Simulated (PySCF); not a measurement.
C₄H₇FO, SMILES C1[C@H](F)[C@H]1CO. Atoms are numbered in the order given.

```xyz
13

O      2.4015     0.5844     0.2093
C      1.4244    -0.1269    -0.5012
C      0.1281    -0.2802     0.2507
C     -0.7407     0.9273     0.5186
C     -1.1834    -0.1207    -0.4370
F     -2.2011    -0.9371    -0.0665
H      2.5566     0.1271     1.0422
H      1.7864    -1.1264    -0.8160
H      1.2452     0.4457    -1.4259
H      0.1225    -1.0383     1.0432
H     -0.4153     1.8955     0.1282
H     -1.2636     0.9646     1.4772
H     -1.2044     0.0940    -1.5116
```
Charge 0, spin multiplicity 1.

Coordinates come from a PBE0-D3(BJ)/def2-SVP optimisation. The values are those of a single conformer.

Computed with B3LYP/pcSseg-1 run with PySCF.

GIAO shieldings, no solvent; atoms listed in one row are averaged. δ = σ(ref) − σ: ¹⁷O against H2O (σ = 333.8 ppm); ¹³C against TMS (σ = 181.3 ppm); ¹⁹F against CFCl3 (σ = 161.7 ppm); ¹H against TMS (σ = 31.68 ppm), references at their B3LYP-D3(BJ)/def2-TZVP geometries, non-relativistic.

```tsv
nucleus	atoms	count	δ (ppm)
¹⁷O	O1	1	42.3
¹³C	C5	1	76.3
¹³C	C2	1	69.9
¹³C	C3	1	26.2
¹³C	C4	1	14.3
¹⁹F	F6	1	-236.1
¹H	H8	1	4.73
¹H	H13	1	4.24
¹H	H9	1	2.64
¹H	H10	1	1.34
¹H	H12	1	1.21
¹H	H11	1	0.99
¹H	H7	1	-0.15
```
